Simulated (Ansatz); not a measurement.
Cartesian coordinates in Å:
```
N 0.874 0.832 0.414
B 0.158 -0.145 -0.292
N -1.122 -0.605 0.043
Br 1.013 -0.926 -1.868
H 1.790 1.127 0.132
H 0.522 1.292 1.234
H -1.593 -1.307 -0.495
H -1.643 -0.267 0.833
```

Charge 0, multiplicity 1.

Q: List the PBE0/def2-TZVPP orbital energies in eV (the Gaussian-basis code of Ansatz). (Best estimate.)

A: Computed: Occupied: -13149.40, -1704.30, -1534.85, -1534.80, -1534.79, -391.12, -391.12, -238.13, -185.54, -178.49, -178.32, -178.30, -71.99, -71.94, -71.93, -71.79, -71.79, -24.78, -23.90, -21.06, -15.07, -14.54, -14.22, -12.60, -10.03, -9.84, -7.93, -7.76, -7.43. Lowest empty: 0.67, 1.68, 1.76, 1.79, 2.50, 3.18, 3.49, 3.93.
